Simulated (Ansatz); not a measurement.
Cartesian coordinates (Å):
```xyz
7

C      0.6548    -1.5206     0.3463
C      0.2010    -0.4661    -0.0329
C     -0.3752     0.8124    -0.4347
F      0.6186     1.7112    -0.7546
F     -1.1678     0.6562    -1.5505
H      1.0636    -2.4568     0.6697
H     -0.9950     1.2637     0.3585
```
Charge 0, multiplicity 1.

Method: Ansatz (a first-principles code) with frozen-core CCSD(T)/cc-pVTZ // PBE-D3(BJ)/def2-TZVP.

```
Property                       Result
----------------------  -------------
HF energy               -313.68009 Ha
MP2 correlation energy    -0.96356 Ha
```

**Question.** Estimate the CCSD correlation energy, the (T) correction, the total energy and the T1 diagnostic.

**Answer.** 
| Item | Result |
|---|---|
| CCSD correlation energy | -0.97450 Ha |
| (T) correction | -0.03951 Ha |
| CCSD(T) total energy | -314.69410 Ha |
| T1 diagnostic | 0.013 |
